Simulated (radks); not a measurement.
Initial-state core-level shifts of the tin ion Sn+ when its valence configuration changes from [Kr] 4d10 5s2 5p1. Method: scalar-relativistic Kohn-Sham, r2SCAN, spin-polarised, spherical densities, finite nucleus; open shells are filled with parallel spins first (spin-orbit coupling, left out, can overturn this in heavy ions); meta-GGA in the generalised Kohn-Sham scheme; Fermi nuclear charge, rms radius 4.6519 fm; computed with a radial shooting solver on a logarithmic mesh with Libxc functionals. Shifts are changes of the shell-averaged eigenvalues in eV (positive: less bound); the change of the density at the nucleus, which sets a Mossbauer isomer shift, is in e/bohr^3, on a base of 1.965e+05.

valence,2s,3s,3p,4p,density at nucleus
4d9 5s2 5p2,-8.512,-8.270,-8.270,-6.902,+18.89
4d10 5p3,-2.625,-2.667,-2.668,-2.693,-83.09
4d10 5s1 5p2,-1.130,-1.157,-1.157,-1.182,-41.63
4d9 5s1 5p3,-9.432,-9.215,-9.217,-7.856,-27.61
4d10 5s0.5 5p2.5,-1.881,-1.916,-1.916,-1.942,-62.40
4d9.5 5s2 5p1.5,-4.241,-4.128,-4.129,-3.479,+9.30
4d8 5s2 5p3,-17.174,-16.620,-16.621,-13.611,+38.79
4d9.5 5s1 5p2.5,-5.256,-5.169,-5.170,-4.535,-34.78
4d9 5s1.5 5p2.5,-9.022,-8.791,-8.792,-7.421,-3.96
